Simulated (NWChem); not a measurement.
System: C$_{2}$H$_{6}$Si, singlet; SMILES [Si](C)C

Program: NWChem. Pople sets run with spherical d functions. Low-valent species are run as closed-shell singlets; no triplet was tried in these runs. All runs use the structure optimised with PBE0/def2-SVP. Level MN15/6-31G*: energy and gradient on several grids; changes count from the extra-fine grid, which is no exact limit either.

| grid | size of the energy change (μHa) | largest change of a gradient component (μHa/bohr) | time, medium = 1 (rough) |
|---|---|---|---|
| xcoarse | 2000 | 2000 | about 1 |
| coarse | 60 | 200 | about 1 |
| medium | < 10 | 60 | about 1 |
| fine | < 10 | < 30 | about 1 |
| xfine | < 10 | < 30 | 3 |
